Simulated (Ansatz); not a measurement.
Mulliken charges of `Cl[SiH]1NCO1` from ωB97M-V/def2-TZVPP in Ansatz (PBE0-D4/def2-TZVP geometry).

```tsv
atom	x (Å)	y (Å)	z (Å)	charge (e)
Cl1	-0.310	1.020	-2.515	-0.209
Si2	-0.009	0.991	-0.490	0.588
N3	0.929	-0.289	0.149	-0.356
C4	-0.305	-0.817	0.738	0.084
O5	-1.201	0.257	0.398	-0.407
H6	0.300	2.385	-0.130	-0.034
H7	1.581	-0.919	-0.285	0.106
H8	-0.254	-0.913	1.827	0.114
H9	-0.643	-1.759	0.291	0.114
```

Q: By hand: the dipole of these point charges (1 e Å = 4.8032 D).

A: Σ q r = (0.247, -0.184, 0.300) e Å, of length 0.430 e Å = 2.07 D.

Q: How does the dipole of the full density compare? (An estimate is asked.)

A: Ansatz gave: (0.306, -0.268, 0.075) e Å, 1.99 D; the point charges give 1.04 times that, at 34° from its direction.

Point charges leave out the atoms' own dipoles, such as those of lone pairs, and Mulliken's split depends on the basis, so the two needn't agree.
